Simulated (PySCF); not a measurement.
GeF₃I, SMILES [F][Ge]([F])([F])[I].

Coordinates come from a B3LYP-D3(BJ)/def2-SVP optimisation. The def2 effective core potentials stand for the cores of I; spin–orbit coupling is left out.

Computed with B3LYP-D3(BJ)/def2-SVP (PySCF 2.14.0).

Frequencies are harmonic and unscaled.

Modes within 1.5 cm⁻¹ of each other (mostly degenerate sets) share a row, with their intensities summed.

```csv
mode,ν (cm⁻¹),IR (km/mol),moving atoms (share of kinetic energy)
1–2,136,3.6,"F 79 %, Ge 14 %"
3,207,8.8,"F 56 %, I 40 %"
4–5,232,31.9,"F 82 %, Ge 18 %"
6,311,94.6,"Ge 56 %, F 33 %, I 11 %"
7,718,91.6,"F 88 %, Ge 12 %"
8–9,764,150.1,"F 75 %, Ge 25 %"
```
